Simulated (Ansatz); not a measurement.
## Worked example: the step energy

An elementary step of Si2H5ClO, singlet (Si₂H₅ClO ([OH][SiH]([SiH3])[Cl]) → Si₂H₄O ([O][SiH][SiH3]) + HCl; Si–Cl, O–H broken or loosened, Cl–H formed or tightened). “Start” and “end” are the PBE0-D4/def2-TZVP structures reached by relaxing down either side of its saddle point, with the molecules still in contact.

Computed with Ansatz 0.2.0 (basis: def2-TZVPP and def2-QZVPP); correlated methods freeze the cores.

Energies in eV:

| quantity | end | start |
| --- | --- | --- |
| Hartree–Fock, triple zeta (X = 3) | -30346.10016 | -30349.11814 |
| Hartree–Fock, quadruple zeta (X = 4) | -30347.04490 | -30350.06462 |
| MP2 correlation, X = 3 | -18.91891 | -18.43112 |
| MP2 correlation, X = 4 | -20.50515 | -20.03705 |
| CCSD(T) correlation, X = 3 | -21.07169 | -20.60448 |

Q: Work out the step energy at the basis limit: extrapolate Hartree–Fock as E(X) = E∞ + A exp(−7.88 √X) and the MP2 correlation as E(X) = E∞ + B X^−2.97 (the exponents that Neese and Valeev fitted for def2-TZVPP and QZVPP), then add CCSD(T) − MP2 in triple zeta.

A: Each step is linear, so take the differences first (end − start): Hartree–Fock 3.01798 (X = 3) and 3.01972 (X = 4); MP2 correlation -0.48779 and -0.46810; CCSD(T) correlation -0.46721.
Two points give E∞ = E(4) + w [E(4) − E(3)], with w = 1/(exp(7.88 (2 − √3)) − 1) = 0.1377 for Hartree–Fock and w = 1/((4/3)^2.97 − 1) = 0.7407 for the correlation.
Hartree–Fock: 3.01972 + 0.1377 × 0.00174 = 3.0200 eV.
MP2 correlation: -0.46810 + 0.7407 × 0.01969 = -0.4535 eV.
CCSD(T) − MP2: -0.46721 − (-0.48779) = 0.0206 eV.
Sum: 3.0200 + (-0.4535) + 0.0206 = 2.5871 eV, or 59.66 kcal/mol. Plain CCSD(T) in triple zeta gives 2.5508 eV, so the larger basis shifts the result by 0.0363 eV.

T1 diagnostic: at most 0.020.

Labels in which every atom is bracketed show which atoms are joined, not bond orders.

For scale, one of the runs: CCSD(T)/def2-TZVPP, 227 basis functions, launched by `ansatz run in.yaml --threads 4 --pin off --events-out ev --progress --plain --max-ram 9574MiB`. The run took 96 s on 4 CPU threads of an Intel Xeon (shared host), with 3.4 GiB of host memory at its peak.
